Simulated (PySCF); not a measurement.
## Electrostatic potential from atomic charges

Species: `C[SiH2]P1CC=CC1`. Coordinates (GFN2-xTB, Å) and charges (e) from the PBE0/pcSseg-1 density (PySCF):

| atom | x | y | z | Mulliken | IAO | Hirshfeld | ESP-fitted |
| --- | --- | --- | --- | --- | --- | --- | --- |
| C1 | 2.878 | -0.060 | -0.755 | -0.6211 | -0.7089 | -0.2141 | -0.6993 |
| Si2 | 1.244 | 0.862 | -0.462 | +0.5050 | +0.5632 | +0.2748 | +0.7469 |
| P3 | 0.133 | -0.218 | 1.168 | +0.0289 | +0.1909 | +0.0528 | -0.5004 |
| C4 | -1.399 | 0.852 | 1.148 | -0.4015 | -0.4374 | -0.1143 | +0.2667 |
| C5 | -2.231 | 0.361 | 0.006 | -0.1320 | -0.1583 | -0.0511 | -0.2915 |
| C6 | -1.898 | -0.809 | -0.508 | -0.1270 | -0.1586 | -0.0516 | -0.2196 |
| C7 | -0.728 | -1.503 | 0.114 | -0.4014 | -0.4356 | -0.1139 | +0.3032 |
| H8 | 3.533 | 0.520 | -1.396 | +0.1423 | +0.1580 | +0.0429 | +0.1504 |
| H9 | 3.398 | -0.235 | 0.182 | +0.1447 | +0.1589 | +0.0413 | +0.1677 |
| H10 | 2.721 | -1.024 | -1.229 | +0.1377 | +0.1531 | +0.0407 | +0.1887 |
| H11 | 0.529 | 1.000 | -1.741 | -0.0541 | -0.1200 | -0.0846 | -0.1855 |
| H12 | 1.510 | 2.216 | 0.048 | -0.0686 | -0.1186 | -0.0837 | -0.1589 |
| H13 | -1.945 | 0.731 | 2.091 | +0.1686 | +0.1570 | +0.0401 | +0.0318 |
| H14 | -1.136 | 1.908 | 1.059 | +0.1577 | +0.1488 | +0.0422 | -0.0244 |
| H15 | -3.070 | 0.953 | -0.326 | +0.0985 | +0.1522 | +0.0484 | +0.1343 |
| H16 | -2.432 | -1.293 | -1.312 | +0.0982 | +0.1520 | +0.0483 | +0.1097 |
| H17 | -1.072 | -2.327 | 0.751 | +0.1683 | +0.1574 | +0.0403 | +0.0118 |
| H18 | -0.045 | -1.929 | -0.624 | +0.1558 | +0.1458 | +0.0416 | -0.0315 |

Points outside the species (Å): A (0.9, 3.8, 4.4); B (0.6, -0.5, 4.7); C (0.8, -1.7, 8.5); D (-10.0, 1.4, -1.3); E (3.1, -3.2, -3.0).

Problem. Find the potential V = 14.3996 V·Å × Σ q/r of each set of charges at these points.

Solution. In volts:

```csv
point,nearest atom,distance (Å),Mulliken,IAO,Hirshfeld,ESP-fitted
A,H14,4.35,+0.066,+0.078,+0.022,-0.073
B,P3,3.57,-0.054,+0.109,+0.062,-0.316
C,H13,7.38,-0.013,+0.025,+0.017,-0.060
D,H15,7.01,-0.036,-0.007,+0.002,+0.022
E,H10,2.83,+0.051,-0.005,+0.002,+0.118
```

Problem. How far are the other sets from the ESP-fitted one at these points?

Solution. Root-mean-square difference: Mulliken 0.140 V, Hirshfeld 0.185 V, IAO 0.213 V. The ESP scheme fits charges at the nuclei, held to the total charge, to the electrostatic potential on points at 1.4 to 2.0 times the van der Waals radii.

Problem. What energy would a point charge of -2 e have at B in the field of the ESP charges, leaving out polarisation?

Solution. +0.633 eV = +61.1 kJ/mol, a repulsion.

Geometry: GFN2-xTB, one conformer, isolated molecule.

These values come from a run that also computed NMR shieldings. Time: 28 s of wall time; peak memory 0.84 GiB. Hardware: Arm Neoverse V1, one thread, shared host with 32 logical CPUs at a one-minute load of 18.
